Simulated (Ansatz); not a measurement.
System: BHSCl$_{2}$, charge 0, singlet. BHSCl2 (dichloroborinothioic acid, SMILES ClB(S)Cl).
B3LYP-D3(BJ)/def2-TZVP minimum from Ansatz (an electronic-structure program):
```xyz
5

B      0.0036    -0.0064     0.0095
Cl     1.6328    -0.6318    -0.1772
Cl    -0.8980    -0.3549     1.4749
S     -0.6654     0.9744    -1.3335
H     -1.8618     1.2171    -0.7719
```
Charge 0, spin multiplicity 1.

Total energies in cc-pV(D+d)Z, 24 correlated electrons, 16 frozen orbitals. Open shells are spin-unrestricted; no spin-orbit coupling. Correlated methods leave the cores frozen. No relativity.

```json
[
 {"method": "HF", "program": "Ansatz", "energy (Eh)": "-1341.93325", "minus CCSDT(Q) (mEh)": "555.12"},
 {"method": "MP2", "program": "Ansatz", "energy (Eh)": "-1342.42644", "minus CCSDT(Q) (mEh)": "61.94"},
 {"method": "CCSD", "program": "Ansatz", "energy (Eh)": "-1342.46963", "minus CCSDT(Q) (mEh)": "18.75"},
 {"method": "CCSD(T)", "program": "Ansatz", "energy (Eh)": "-1342.48607", "minus CCSDT(Q) (mEh)": "2.31"},
 {"method": "CCSDT(Q)", "program": "Ansatz", "energy (Eh)": "-1342.48838", "minus CCSDT(Q) (mEh)": "0.00"}
]
```

Rough core times of Ansatz's runs on a shared machine: CCSD(T) under 20 s, CCSDT(Q) 8 min.
